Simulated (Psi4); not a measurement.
Dimer: hydrogen isocyanide (SMILES [C-]#[NH+]) (first 3 atoms) with CO2 (SMILES O=C=O); geometry from B3LYP-D3(BJ)/def2-TZVP, rigid monomers moved along the line of their centres of mass till H3···O4 is 2.35 Å.
(charge 0, multiplicity 1):
```tsv
atom	x (Å)	y (Å)	z (Å)
C	-0.1691	0.2958	-1.6166
N	-0.1524	0.2614	-0.4540
H	-0.1383	0.2309	0.5468
O	-0.0952	0.1521	2.8913
C	-0.0498	0.0926	4.0509
O	-0.0051	0.0337	5.2039
```

All values below come from SAPT0/jun-cc-pV(D+d)Z run with Psi4.

### Question
Which attractive term is largest, and how does the interaction split up?

### Answer
electrostatics -2.51, exchange 0.79, induction -0.53, dispersion -0.66, total -2.91 kcal/mol; the largest attraction is electrostatics.
